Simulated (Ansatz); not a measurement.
Geometry optimisation, UKS BHLYP/def2-SVP in Ansatz 0.2.0.

input.yaml

```yaml
crystal:
  periodic: [false, false, false]
  atoms:
    - { symbol: Ge, position_ang: [0.000372, 0.0, -0.29388] }
    - { symbol: H, position_ang: [0.000399, 0.0, 2.456468] }
    - { symbol: H, position_ang: [1.461505, 0.0, -0.742419] }
    - { symbol: H, position_ang: [-0.730153, 1.265345, -0.742566] }
    - { symbol: H, position_ang: [-0.730153, -1.265345, -0.742566] }
    - { symbol: Cl, position_ang: [-0.00037, 0.0, 3.786363] }
magnetization:
  spin_polarized: true
  initial_magnetization: 1
basis:
  gaussian: { orbitals: def2-SVP }
hamiltonian:
  xc: { name: BHLYP }
relax:
  f_tol: 0.03
  max_steps: 50
output:
  orbitals: {}
```

Launched with:

```bash
$ ansatz run input.yaml --threads 2 --pin off --max-ram 3072MiB --backend cpu --events-out ev --progress --plain --runs-dir out
```

Q: Where does it end, and by what steps?

A: It converged. After 3 steps the energy has fallen by 0.029 eV; H2 moved furthest, 0.10 Å.

| step | energy less start (eV) | largest force component (eV/Å) | accepted |
| --- | --- | --- | --- |
| 0 | 0.0000 | 1.204 | yes |
| 1 | -0.0227 | 0.490 | yes |
| 2 | -0.0287 | 0.066 | yes |
| 3 | -0.0289 | 0.010 | yes |

```xyz
6
Properties=species:S:1:pos:R:3
Ge 0.000 0.000 -0.334
H 0.001 0.000 2.558
H 1.465 0.000 -0.782
H -0.732 1.268 -0.782
H -0.732 -1.268 -0.782
Cl -0.001 0.000 3.842
```

Time of the run: 8.7 s on 2 threads of Arm Neoverse V1 (shared host), peak memory 0.18 GiB.
